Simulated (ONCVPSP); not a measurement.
## Ge (Z = 32): excitation energies, all-electron against ONCV

Ge, optimised norm-conserving Vanderbilt (ONCV), made with ONCVPSP 4.0.1 (PBEsol, scalar-relativistic). Core [Ar] 3d10, reference 4s2 4p2. Waves: 4s: rc 1.50 bohr, ncon 5, nbas 8, qcut 4.6 1/bohr, 1 projector; 4p: rc 2.05 bohr, ncon 5, nbas 8, qcut 4 1/bohr, 3 projectors, debl 0.5 Ha; d scattering state at 0.24 Ha: rc 2.10 bohr, ncon 4, nbas 7, qcut 5.3 1/bohr, 1 projector. Local part: polynomial inside 1.25 bohr (lpopt 5, dvloc0 0 Ha). Core correction: Teter function, fcfact 4.5, rcfact 1.4.

Energies are relative to the spin-unpolarised reference configuration 4s2 4p2; without spin polarisation the order of configurations can differ from experiment.

```
valence configuration  charge  ΔE all-electron (eV)  error AE − PS (meV)
              4s2 4p1      +1                 7.453                 +1.3
              4s2 4p0      +2                22.902                  +14
              4s1 4p0      +3                57.692                 +111
              4s1 4p3       0                 7.981                 -6.4
```

Levels in the configuration 4s1 4p0:

| level | all-electron (eV) | pseudo (eV) |
| --- | --- | --- |
| 4s | -40.388 | -40.227 |

Note: ghosts flagged at negative energy: p at -98.0 eV, s at -6.9 eV; GHOST(+) flagged for p at 245.6 eV. A true bound ghost makes a file unfit for plane-wave use.
